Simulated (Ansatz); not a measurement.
Coupled-cluster diagnostics for Ca4O3 (the lowest singlet isomer of a short search), Ansatz.

Geometry of the singlet (r2SCAN-D4/def2-SVP):

```xyz
7

Ca   -0.716    0.655    1.899
Ca   -0.969   -1.120   -0.666
Ca    0.176    1.739   -1.222
Ca    1.979   -0.733    0.311
O     0.103   -1.195    1.220
O    -1.439    0.921   -0.092
O     0.867   -0.267   -1.451
```

Correlated methods freeze 23 core orbitals; core or outer-core shells of Ca are correlated, in sets that lack core-valence functions. The structure comes from a short search, and lower isomers may exist.

Question: Estimate the CCSD(T) correlation energy, the shares of MP2 and (T), T1 and the reference's ⟨S²⟩ for: charge 0, singlet, own geometry in def2-SVP; and the rough time on 4 threads of Arm Neoverse V2 on a shared host.

Answer: 
```tsv
state	basis	correlation (eV)	MP2 share (%)	(T) share (%)	T1	⟨S²⟩ (pure)	wall time	remarks
charge 0, singlet, own geometry	def2-SVP	-32.006	95.1	3.0	0.024	0.00 (0.00)	43 s	large T1, restricted SCF unstable
```
Customary marks for T1 are 0.02 (closed shells), 0.045 (open shells) and about 0.05 (3d metals). T1 exceeds 0.02 in 1 of 1 rows and 0.045 in 0; the higher it lies, the less the single-reference result can be trusted.
